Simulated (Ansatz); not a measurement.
`[SiH3][InH2]` + `[OH][Ge][OH]` → `[OH][Ge][O][SiH3]` + `[InH3]`  (cleavage of the Si–In bond)

Calculated with Ansatz (gas phase, PBE0-D4/def2-TZVP geometries, no zero-point term in ΔE). CBS: MP2 limit from def2 TZ/QZ plus the TZ coupled-cluster correction, frozen cores. def2 core potentials past Kr. For Ge, In outer-core shells are correlated without core-valence functions, which leaves a few kJ/mol of doubt a bond. Scalar relativity is left out up to krypton. One conformer a species, not always the lowest.

```json
{"species": "`[SiH3][InH2]`", "CCSD(T)/CBS(def2) energy (Eh)": "-481.85989"}
{"species": "`[OH][Ge][OH]`", "CCSD(T)/CBS(def2) energy (Eh)": "-2227.71391"}
{"species": "`[OH][Ge][O][SiH3]`", "CCSD(T)/CBS(def2) energy (Eh)": "-2518.03462"}
{"species": "`[InH3]`", "CCSD(T)/CBS(def2) energy (Eh)": "-191.56739"}
```

Work out ΔE.

ΔE = (-2518.03462) + (-191.56739) − (-481.85989) − (-2227.71391) = -0.02821 Eh = -0.77 eV.

Largest T1 diagnostic among the species: 0.015.

In def2-TZVPP, CCSD(T) changes the Hartree–Fock value by +0.22 eV (the triples alone add +0.02 eV) and MP2 by +0.19 eV. From BLYP to BHLYP (50 % exact exchange), in def2-TZVPP and without D4, ΔE moves by −0.18 eV.
